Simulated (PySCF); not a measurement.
**J couplings in C4H5BF2Ge**

Molfile (atoms numbered from 1):
```
C4H5BF2Ge
     RDKit          3D

 13 13  0  0  0  0  0  0  0  0999 V2000
    3.0013    1.1739    0.0640 F   0  0  0  0  0  0  0  0  0  0  0  0
    2.3283    0.0506   -0.1127 B   0  0  0  0  0  0  0  0  0  0  0  0
    3.0393   -1.0394   -0.3330 F   0  0  0  0  0  0  0  0  0  0  0  0
    0.7790    0.0061   -0.0547 C   0  0  0  0  0  0  0  0  0  0  0  0
    0.1065   -1.1628   -0.2030 C   0  0  0  0  0  0  0  0  0  0  0  0
   -1.8000   -0.7920   -0.0269 Ge  0  0  0  0  0  4  0  0  0  0  0  0
   -1.3842    1.0867    0.2335 C   0  0  0  0  0  0  0  0  0  0  0  0
   -0.0454    1.2207    0.1798 C   0  0  0  0  0  0  0  0  0  0  0  0
    0.6241   -2.1092   -0.3773 H   0  0  0  0  0  0  0  0  0  0  0  0
   -2.4402   -1.4824    1.1901 H   0  0  0  0  0  0  0  0  0  0  0  0
   -2.6161   -1.1148   -1.2900 H   0  0  0  0  0  0  0  0  0  0  0  0
   -2.0557    1.9304    0.4012 H   0  0  0  0  0  0  0  0  0  0  0  0
    0.4600    2.1856    0.2999 H   0  0  0  0  0  0  0  0  0  0  0  0
  1  2  1  0
  2  3  1  0
  2  4  1  0
  4  5  2  0
  5  6  1  0
  6  7  1  0
  7  8  2  0
  8  4  1  0
  5  9  1  0
  6 10  1  0
  6 11  1  0
  7 12  1  0
  8 13  1  0
M  END
```

Couplings: B3LYP/pcJ-1 (pcSseg-1 on Ge) (spin–dipole term only in couplings to heteroatoms) in PySCF 2.14.0 with density-fitted response routines, geometry PBE0-D3(BJ)/def2-SVP; gas phase, one conformer, non-relativistic. Couplings are averaged over pairs made equivalent by symmetry, fast rotation or ring inversion, so a value needn't be that of the named pair in this geometry, while other rotamers aren't included; one pair stands for each set, and the list holds a selection of those of at least 0.8 Hz over up to four bonds.

Isotopes: $^{13}$C, $^{1}$H, $^{19}$F, $^{11}$B.

| pair | bonds | J (Hz) |
| --- | --- | --- |
| F1, B2 | 1 | ? |
| B2, C4 | 1 | 101.8 |
| C4, C5 | 1 | ? |
| C4, C8 | 1 | 52.7 |
| C5, H9 | 1 | 181.3 |
| C7, C8 | 1 | 67.2 |
| C7, H12 | 1 | 181.5 |
| C8, H13 | 1 | ? |
| F1, F3 | 2 | -209.9 |
| B2, C5 | 2 | 1.9 |
| B2, C8 | 2 | 5.4 |
| C4, C7 | 2 | 2.5 |
| C4, H9 | 2 | ? |
| C4, H13 | 2 | 8.2 |
| C5, C7 | 2 | 11.3 |
| C7, H10 | 2 | ? |
| H10, H11 | 2 | 8.0 |
| B2, C7 | 3 | 4.6 |
| B2, H13 | 3 | ? |
| C4, H12 | 3 | 12.9 |
| C5, H13 | 3 | ? |
| C7, H9 | 3 | 2.6 |
| C8, H10 | 3 | 4.5 |
| H10, H12 | 3 | -1.0 |
| H12, H13 | 3 | ? |
| H9, H12 | 4 | 1.2 |

Question: Estimate the withheld couplings, with signs.

Answer: 
- $^{1}J$(F1,B2) = -125.3 Hz (mean over equivalent pairs that range from -130.4 to -120.2 Hz in this conformer)
- $^{1}J$(C4,C5) = 57.2 Hz (bond length 1.357 Å)
- $^{1}J$(C8,H13) = 170.3 Hz (bond length 1.096 Å, sp2 carbon)
- $^{2}J$(C4,H9) = 1.5 Hz (angle at C5 122°)
- $^{2}J$(C7,H10) = 8.0 Hz (angle at Ge6 115°)
- $^{3}J$(B2,H13) = 2.0 Hz (dihedral angle 1°)
- $^{3}J$(C5,H13) = 7.9 Hz (dihedral angle 180°)
- $^{3}J$(H12,H13) = 10.9 Hz (dihedral angle 0°)

Relativistic effects of the heavier atoms present are left out.
